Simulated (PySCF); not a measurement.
Correlation energy of Ti¹¹⁺ (titanium, charge +11)

[Ne] 3s1, 2S determinant. All numbers are calculated (PySCF 2.14, the non-relativistic Hamiltonian (point nucleus), in an uncontracted even-tempered set (20 s from 0.59 bohr⁻², ratio 2.2; 13 p from 0.76 bohr⁻², ratio 2.2; 5 d from 3.3 bohr⁻², ratio 2.4; 5 f from 5 bohr⁻², ratio 2.4; 4 g from 7.4 bohr⁻², ratio 2.4)). Frozen: 1s2; 9 electrons correlated; the 23 highest virtual orbitals of each spin left out.

MP2 pair energies summed by pair of shells (mhartree):

```
 pair   energy  share (%)
2p-2p  -217.01       66.9
2s-2p   -69.29       21.3
2p-3s   -23.39        7.2
2s-2s   -11.18        3.4
2s-3s    -3.70        1.1
```

Total MP2 correlation energy: -324.56 mhartree.

Same-spin part -83.11 and opposite-spin part -241.45 mhartree; SCS-MP2 scales them by 1/3 and 6/5 to -317.45 mhartree.
